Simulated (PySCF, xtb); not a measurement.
B(F)(H)(SMe) (CH₄BFS), SMILES CSBF.

xtb with GFN2-xTB at its own geometry gives an orbital gap of 4.24 eV and a dipole moment of 2.85 D.

Geometry optimised at TPSSh-D3(BJ)/def2-SVP. The values are those of a single conformer.

**Question.** What does PySCF with HF/def2-TZVPD give? (Estimate from the structure and the level; the computed values follow.)

**Answer.** gap 11.70 eV (levels -10.39 and 1.31 eV), dipole 2.66 D.
